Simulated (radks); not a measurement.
Excited configurations of Yb III: one electron is placed in a higher orbital outside [Xe] 4f13. The ground configuration is [Xe] 4f14. Method: scalar-relativistic Kohn-Sham, BLYP, spin-polarised, spherical densities, finite nucleus; open shells are filled with parallel spins first (spin-orbit coupling, left out, can overturn this in heavy ions); Fermi nuclear charge, rms radius 5.3108 fm; computed with a radial shooting solver on a logarithmic mesh with Libxc functionals. Excitation = E - E(ground); binding = E(ion) - E, where the ion is the core of charge +3; n* = 3/sqrt(2 binding) in atomic units, and the quantum defect is n - n*.

outer orbital  excitation (eV)  binding (eV)     n*  quantum defect  eigenvalue (eV)  <r> (bohr)
5d                       6.041        20.200  2.462           2.538          -15.424       2.278
5f                      18.282         7.960  3.922           1.078           -6.279       5.603
6s                       5.030        21.212  2.403           3.597          -17.834       3.070
6p                      10.371        15.871  2.778           3.222          -13.221       3.747
6d                      16.413         9.828  3.530           2.470           -8.193       5.471
6f                      20.834         5.407  4.759           1.241           -4.434       9.567
7s                      15.527        10.714  3.381           3.619           -9.194       5.941
7p                      17.447         8.795  3.731           3.269           -7.471       6.942
7d                      20.091         6.151  4.462           2.538           -5.182       9.323
7f                      22.366         3.876  5.621           1.379           -3.251       14.41

The Delta-SCF ionisation energy is 26.242 eV (NIST Atomic Spectra Database: 25.05 eV, semi-empirical). Self-interaction in the functional shifts the binding energies and quantum defects, so they are the method's values and not measured ones. Open shells are spherical and high-spin; term and fine-structure splittings are not resolved. Spin-orbit splitting is averaged out at the scalar-relativistic level.
